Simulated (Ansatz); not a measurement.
Ansatz results at the PBE0-D4/def2-TZVP geometry: size of the dipole moment (ωB97M-V/def2-TZVPP) 0.59 D; size of the dipole moment (B3LYP/def2-TZVPP) 0.60 D; HOMO–LUMO gap (PBE/def2-TZVPP) 6.18 eV.

Each molecule was computed in one conformer, which needn't be the lowest.

Problem. Which molecule gave them?
A. `C[O][GeH]([F])[SH]`
B. `C[O][GeH2][SH]`
C. `C[CH](C)[GeH]([CH](C)C)[CH](C)C`
D. `O=C=[N][GeH]([F])[Cl]`

Solution. C. The others give `O=C=[N][GeH]([F])[Cl]`: 2.20, 2.22, 5.86; `C[O][GeH2][SH]`: 0.32, 0.30, 5.54; `C[O][GeH]([F])[SH]`: 0.88, 0.90, 5.42.

B3LYP here is the variant with VWN-RPA as its local correlation; programs differ in this.
